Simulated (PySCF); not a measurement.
YOF, SMILES [O]=[Y][F].

Geometry optimised at PBE-D3(BJ)/def2-TZVP. The def2 effective core potentials stand for the cores of Y; spin–orbit coupling is left out.

Computed with PySCF with PBE-D3(BJ)/def2-TZVP.

Frequencies are harmonic and unscaled.

| mode | ν (cm⁻¹) | IR (km/mol) | moving atoms (share of kinetic energy) |
|---|---|---|---|
| 1 | 180 | 19.5 | O 49 %, F 36 %, Y 15 % |
| 2 | 538 | 138.5 | F 80 %, Y 19 % |
| 3 | 817 | 142.2 | O 85 %, Y 15 % |
